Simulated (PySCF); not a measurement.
CH₆OSiTe. Atoms are numbered in the order given.

```xyz
10

Te    -0.6509    -0.0783     0.5196
C     -0.6757     2.0322     0.0345
H     -1.6680     2.4227     0.3357
H     -0.5268     2.1740    -1.0510
H      0.1176     2.5347     0.6169
O      1.3213    -0.3247     0.0588
Si     1.7043    -0.7242    -1.5389
H      1.1412    -2.0613    -1.9462
H      3.2056    -0.7730    -1.5950
H      1.2028     0.3154    -2.5117
```

The structure is a stationary point at PBE-D3(BJ)/def2-SVP. This is a generated structure with no PubChem entry under its InChIKey; it may be hypothetical. The def2 effective core potentials stand for the cores of Te; spin–orbit coupling is left out. Other conformers were not sampled.

These are HF/def2-TZVP run with PySCF values and carry that method's errors.

Atomic charges (e):

| atom | Mulliken | Löwdin |
|---|---|---|
| Te1 | 0.41 | 0.60 |
| C2 | -0.45 | -0.53 |
| H3 | 0.13 | ? |
| H4 | 0.15 | ? |
| H5 | 0.15 | ? |
| O6 | -0.70 | ? |
| Si7 | 0.52 | ? |
| H8 | -0.06 | -0.07 |
| H9 | -0.06 | -0.06 |
| H10 | -0.07 | -0.07 |

Task: Fill in the missing entries. (An estimate is asked for; the answer gives what the named calculation found.)

Result: 
- H3, Löwdin: 0.11
- H4, Löwdin: 0.11
- H5, Löwdin: 0.11
- O6, Löwdin: -0.37
- Si7, Löwdin: 0.16

Computed Mayer and Wiberg (Löwdin basis) orders of the bonds:
```
bond     Mayer  Wiberg
-------  -----  ------
Te1–C2    1.01    1.33
C2–H3     0.96    0.95
C2–H4     0.96    0.95
C2–H5     0.96    0.95
Te1–O6    0.79    1.13
O6–Si7    1.01    1.62
Si7–H8    0.97    0.97
Si7–H9    0.97    0.97
Si7–H10   0.96    0.97
```
